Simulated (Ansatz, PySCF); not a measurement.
Spin states of IrO2 (SMILES [O]=[Ir]=[O]), each relaxed with B3LYP-D3(BJ)/def2-TZVP.
State 1 (charge 0, multiplicity 2):
```xyz
3

Ir     0.032    -0.021     0.021
O      1.259     0.236    -1.124
O     -1.324    -0.168     1.033
```
State 2 (charge 0, multiplicity 4):
```
atom    x (Å)    y (Å)    z (Å)
----  -------  -------  -------
Ir     0.3431  -0.2881   0.3436
O      0.9427   0.3447  -1.1514
O     -1.3189  -0.0092   0.7373
```

Singlets are restricted, other states unrestricted; no spin–orbit coupling, no relativity up to Kr; see below for the cores. The largest T1 diagnostic is 0.088.

Correlated levels freeze the inner cores; with def2 sets outer-core shells near the valence are correlated too.

Run with Ansatz (Gaussian basis) for Hartree–Fock, density functionals and correlated methods; PySCF for the dispersion terms. Values without a source in brackets are computed. In def2 rows elements past Kr take small-core potentials, without spin–orbit coupling.

```csv
level,energy of the multiplicity-4 state less that of the multiplicity-2 state (kcal/mol)
PBE-D3(BJ)/def2-TZVPP,23.68
PBE-D4/def2-TZVPP,23.67
r2SCAN-D4/def2-TZVPP,16.54
B3LYP/def2-TZVPP,23.33
BHLYP/def2-TZVPP,19.59
CAM-B3LYP/def2-TZVPP,24.57
wB97X-V/def2-TZVPP,25.85
wB97M-V/def2-TZVPP,[?]
B2PLYP-D4/def2-TZVPP,[?]
```

Q: Complete the blanks.

A: 
- wB97M-V/def2-TZVPP, energy of the multiplicity-4 state less that of the multiplicity-2 state (kcal/mol): 26.74
- B2PLYP-D4/def2-TZVPP, energy of the multiplicity-4 state less that of the multiplicity-2 state (kcal/mol): 30.94

Ansatz is a program for electronic structure.
